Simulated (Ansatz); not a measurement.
Job for Ansatz (a quantum-chemistry and plane-wave program): U-wB97X-V/def2-TZVPP on H4Sn (SMILES [SnH4]), a point of a bond scan (R = 2.563 Å). Elements past Kr take the def2 small-core potentials; no spin–orbit coupling.

Ansatz 0.2 input:
```yaml
crystal:
  periodic: [false, false, false]
  atoms:
    - {symbol: Sn, position_ang: [-0.00000000, -0.00000000, -0.00000000]}
    - {symbol: H, position_ang: [1.95248583, 1.04992351, -1.28582818]}
    - {symbol: H, position_ang: [0.60242146, -0.85906066, 1.34839436]}
    - {symbol: H, position_ang: [-1.05716935, 1.23097093, 0.53494647]}
    - {symbol: H, position_ang: [-0.84690933, -1.07185928, -1.02612204]}
basis:
  gaussian:
    orbitals: def2-TZVPP
hamiltonian:
  xc: {name: wB97X-V}
magnetization: {spin_polarized: true, initial_magnetization: 0}
```

It printed:

```
WARN ansatz: RAYON_NUM_THREADS=2 ignored (pool sized by the plan → 2); use --threads N
Functional definition: wB97X-V
integrals: 0.04 GiB planned
668 factors; their error is unknown
integrals: 0.07 GiB planned
171 factors; integrals over basis functions are off by at most 2.7e-5 eV
mean field: 0.49 GiB planned
mean field evaluation 1: about -5892.8365 eV, gradient 7.2e0 eV
mean field evaluation 2: about -5893.0886 eV, gradient 4.5e0 eV
mean field evaluation 4: about -5893.1648 eV, gradient 1.8e-1 eV
mean field evaluation 8: about -5893.2156 eV, gradient 2.3e-2 eV
mean field evaluation 16: about -5893.2156 eV, gradient 9.1e-5 eV
mean field -5893.21559172 eV, -216.5716784306 hartree, gradient 2.3e-5 eV, S^2 0.000000; 1 other end points of the search recorded, 0 dependent functions left out
reference -5893.21558939 eV, -216.5716783452 hartree; 13, 13 occupied and 93, 93 virtual orbitals, 668 factors
Total energy: -5893.21558939 eV, -216.5716783452 hartree
```

The run converged.

Cost: roughly 13 core-seconds.
